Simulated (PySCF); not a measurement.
Si(I)(SiH3) (H₃ISi₂), SMILES [SiH3][Si]I (connectivity only; charge and spin as stated), neutral, multiplicity 1.

The structure is a stationary point at B3LYP-D3(BJ)/def2-SVP. The def2 effective core potentials stand for the cores of I; spin–orbit coupling is left out.

Level of theory: TDA-M06-2X/def2-SVPD run with PySCF.

Vertical excitations. Gas-phase values at a fixed geometry. State labels are in the subgroup Cs.

Q: List the lowest excited states. (The exact figures need the calculation; the answer reports its results.)

A: 
```
state  symmetry  energy (eV)  λ (nm)      f                                                                main pairs
-----  --------  -----------  ------  -----  ------------------------------------------------------------------------
S1           A"         1.68     740  0.002                                                            HOMO→LUMO 98 %
S2           A"         3.68     337  0.002                                                          HOMO−2→LUMO 98 %
S3           A'         4.06     305  0.005                                        HOMO→LUMO+1 72 %, HOMO−1→LUMO 25 %
S4           A"         4.16     298  0.002                                                          HOMO−3→LUMO 98 %
S5           A'         4.29     289  0.072                                        HOMO−1→LUMO 67 %, HOMO→LUMO+1 24 %
S6           A'         5.65     219  0.089                                        HOMO→LUMO+2 57 %, HOMO→LUMO+3 29 %
S7           A"         5.80     214  0.003                                                        HOMO−1→LUMO+1 95 %
S8           A'         5.98     207  0.023                  HOMO−2→LUMO+1 59 %, HOMO→LUMO+3 15 %, HOMO−3→LUMO+1 12 %
S9           A"         6.02     206  0.004                                                          HOMO−5→LUMO 96 %
S10          A'         6.07     204  0.089  HOMO→LUMO+3 34 %, HOMO−4→LUMO 21 %, HOMO→LUMO+2 19 %, HOMO−2→LUMO+1 12 %
T1           A"         0.95    1305      0                                                            HOMO→LUMO 94 %
T2           A"         3.28     379      0                                        HOMO−2→LUMO 79 %, HOMO−3→LUMO 14 %
T3           A'         3.32     374      0                                                          HOMO−1→LUMO 98 %
T4           A'         3.54     350      0                                                          HOMO→LUMO+1 94 %
```
Triplets are in the Tamm–Dancoff approximation.
